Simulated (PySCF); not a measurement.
BrHPbS, neutral, multiplicity 1. Atoms are numbered in the order given.

```xyz
4

Pb     0.5273    -0.4950     0.0000
Br    -0.3932     1.9689     0.0000
S     -1.7648    -1.5929     0.0000
H     -1.2375    -2.8400     0.0000
```
Charge 0, spin multiplicity 1.

Geometry: PBE0-D3(BJ)/def2-SVP. The def2 effective core potentials stand for the cores of Pb; spin–orbit coupling is left out. Other conformers were not sampled.

Computed with CAM-B3LYP/def2-TZVPD in PySCF.

Mulliken values depend strongly on the basis, most of all with diffuse functions as here. ESP charges are fitted to the potential on shells at 1.4 to 2.0 van der Waals radii. Atomic charges (e):

| atom | ESP fit | Mulliken |
|---|---|---|
| Pb1 | 0.48 | 0.74 |
| Br2 | -0.28 | -0.41 |
| S3 | -0.34 | -0.47 |
| H4 | 0.14 | 0.14 |
